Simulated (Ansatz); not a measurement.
Geometry optimisation, Ansatz, UKS PBE-D4/STO-3G.

Input file:

```yaml
crystal:
  periodic: [false, false, false]
  atoms:
    - { symbol: C, position_ang: [-0.3995, -2.3722, -0.4542] }
    - { symbol: B, position_ang: [0.694, -1.5912, 0.3439] }
    - { symbol: Si, position_ang: [1.439, 0.0554, -0.3533] }
    - { symbol: Si, position_ang: [-0.0683, 1.5876, -0.5816] }
    - { symbol: C, position_ang: [-1.0031, 1.8109, 1.0412] }
    - { symbol: H, position_ang: [-1.3196, -1.6339, -0.5803] }
    - { symbol: H, position_ang: [-0.042, -2.6098, -1.4652] }
    - { symbol: H, position_ang: [-0.7233, -3.2229, 0.0744] }
    - { symbol: H, position_ang: [1.0766, -2.0099, 1.4176] }
    - { symbol: H, position_ang: [2.4822, 0.5526, 0.6314] }
    - { symbol: H, position_ang: [2.089, -0.2035, -1.6227] }
    - { symbol: H, position_ang: [0.4622, 2.8586, -1.0044] }
    - { symbol: H, position_ang: [-1.1623, 1.1292, -1.5905] }
    - { symbol: H, position_ang: [-1.4742, 0.8672, 1.4047] }
    - { symbol: H, position_ang: [-0.2729, 2.1495, 1.8194] }
    - { symbol: H, position_ang: [-1.8007, 2.61, 0.9639] }
magnetization:
  spin_polarized: true
basis:
  gaussian: { orbitals: STO-3G }
hamiltonian:
  xc: pbe
  dispersion: d4
relax:
  f_tol: 0.02
  max_steps: 40
output:
  orbitals: {}
```

Launched with:

```bash
$ ansatz run input.yaml --threads 1 --pin off --max-ram 2048MiB --backend cpu --events-out ev --progress --plain --runs-dir out
```

Problem. Where does it end, and by what steps?

Solution. The run converged. The force dipped under the threshold on the way, but the program's further checks kept it going. Limits of this set-up: minimal basis. After 27 steps the energy has fallen by 0.571 eV; H6 moved furthest, 1.12 Å.

```json
{"step": "0", "energy less start (eV)": "0.0000", "largest force component (eV/Å)": "3.348", "accepted": "yes"}
{"step": "1", "energy less start (eV)": "-0.4982", "largest force component (eV/Å)": "0.673", "accepted": "yes"}
{"step": "2", "energy less start (eV)": "-0.5287", "largest force component (eV/Å)": "0.113", "accepted": "yes"}
{"step": "3", "energy less start (eV)": "-0.5328", "largest force component (eV/Å)": "0.080", "accepted": "yes"}
{"step": "4", "energy less start (eV)": "-0.5394", "largest force component (eV/Å)": "0.147", "accepted": "yes"}
{"step": "5", "energy less start (eV)": "-0.5391", "largest force component (eV/Å)": "0.409", "accepted": "no"}
{"step": "6", "energy less start (eV)": "-0.5471", "largest force component (eV/Å)": "0.113", "accepted": "yes"}
{"step": "7", "energy less start (eV)": "-0.5530", "largest force component (eV/Å)": "0.206", "accepted": "yes"}
{"step": "8", "energy less start (eV)": "-0.5568", "largest force component (eV/Å)": "0.352", "accepted": "yes"}
{"step": "9", "energy less start (eV)": "-0.5600", "largest force component (eV/Å)": "0.265", "accepted": "yes"}
{"step": "10", "energy less start (eV)": "-0.5660", "largest force component (eV/Å)": "0.042", "accepted": "yes"}
{"step": "11", "energy less start (eV)": "-0.5664", "largest force component (eV/Å)": "0.032", "accepted": "yes"}
{"step": "12", "energy less start (eV)": "-0.5661", "largest force component (eV/Å)": "0.311", "accepted": "no"}
{"step": "13", "energy less start (eV)": "-0.5678", "largest force component (eV/Å)": "0.008", "accepted": "yes"}
{"step": "14", "energy less start (eV)": "-0.5687", "largest force component (eV/Å)": "0.118", "accepted": "yes"}
{"step": "15", "energy less start (eV)": "-0.5691", "largest force component (eV/Å)": "0.069", "accepted": "yes"}
{"step": "16", "energy less start (eV)": "-0.5694", "largest force component (eV/Å)": "0.078", "accepted": "yes"}
{"step": "17", "energy less start (eV)": "-0.5698", "largest force component (eV/Å)": "0.044", "accepted": "yes"}
{"step": "18", "energy less start (eV)": "-0.5702", "largest force component (eV/Å)": "0.008", "accepted": "yes"}
{"step": "19", "energy less start (eV)": "-0.5704", "largest force component (eV/Å)": "0.048", "accepted": "yes"}
{"step": "20", "energy less start (eV)": "-0.5705", "largest force component (eV/Å)": "0.067", "accepted": "yes"}
{"step": "21", "energy less start (eV)": "-0.5706", "largest force component (eV/Å)": "0.048", "accepted": "yes"}
{"step": "22", "energy less start (eV)": "-0.5708", "largest force component (eV/Å)": "0.030", "accepted": "yes"}
{"step": "23", "energy less start (eV)": "-0.5704", "largest force component (eV/Å)": "0.104", "accepted": "no"}
{"step": "24", "energy less start (eV)": "-0.5710", "largest force component (eV/Å)": "0.036", "accepted": "yes"}
{"step": "25", "energy less start (eV)": "-0.5706", "largest force component (eV/Å)": "0.093", "accepted": "no"}
{"step": "26", "energy less start (eV)": "-0.5710", "largest force component (eV/Å)": "0.032", "accepted": "yes"}
{"step": "27", "energy less start (eV)": "-0.5711", "largest force component (eV/Å)": "0.014", "accepted": "yes"}
```

```xyz
16
Properties=species:S:1:pos:R:3
C -0.262 -2.649 -0.576
B 0.428 -1.576 0.342
Si 1.380 -0.007 -0.328
Si -0.110 1.688 -0.524
C -0.926 2.107 1.124
H -1.342 -2.727 -0.327
H -0.168 -2.487 -1.664
H 0.158 -3.651 -0.342
H 0.297 -1.723 1.510
H 2.446 0.425 0.567
H 1.976 -0.234 -1.639
H 0.551 2.883 -1.036
H -1.152 1.334 -1.481
H -1.485 1.247 1.528
H -0.178 2.403 1.879
H -1.636 2.945 1.011
```

Whether the end is a true minimum wasn't checked by a vibrational analysis.

The run took 2.3 min on 1 thread of Arm Neoverse V1 (shared host), peak memory 0.16 GiB.
